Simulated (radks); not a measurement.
Values are calculated unless marked as measured or tabulated.
Excited configurations of La2+: one electron is placed in a higher orbital outside [Xe]. The ground configuration is [Xe] 5d1. Code: a radial shooting solver on a logarithmic mesh with Libxc functionals. Model: scalar-relativistic Kohn-Sham, SCAN, spin-polarised, spherical densities, finite nucleus; open shells are filled with parallel spins first (spin-orbit coupling, left out, can overturn this in heavy ions); meta-GGA in the generalised Kohn-Sham scheme; Fermi nuclear charge, rms radius 4.855 fm. Excitation = E - E(ground); binding = E(ion) - E, where the ion is the core of charge +3; n* = 3/sqrt(2 binding) in atomic units, and the quantum defect is n - n*.

| outer orbital | excitation (eV) | binding (eV) | quantum defect | eigenvalue (eV) | <r> (bohr) |
|---|---|---|---|---|---|
| 4f | -0.067 | 18.698 | 1.441 | -11.394 | 1.312 |
| 6p | 5.089 | 13.542 | 2.993 | -11.671 | 4.410 |
| 6d | 9.606 | 9.025 | 2.317 | -7.591 | 6.050 |
| 6f | 13.619 | 5.012 | 1.057 | -4.200 | 10.31 |

The Delta-SCF ionisation energy is 18.632 eV (NIST Atomic Spectra Database: 19.177 eV, measured). Self-interaction in the functional shifts the binding energies and quantum defects, so they are the method's values and not measured ones. Open shells are spherical and high-spin; term and fine-structure splittings are not resolved. Spin-orbit splitting is averaged out at the scalar-relativistic level. A negative excitation energy means that this level of theory puts the configuration below the NIST ground configuration.
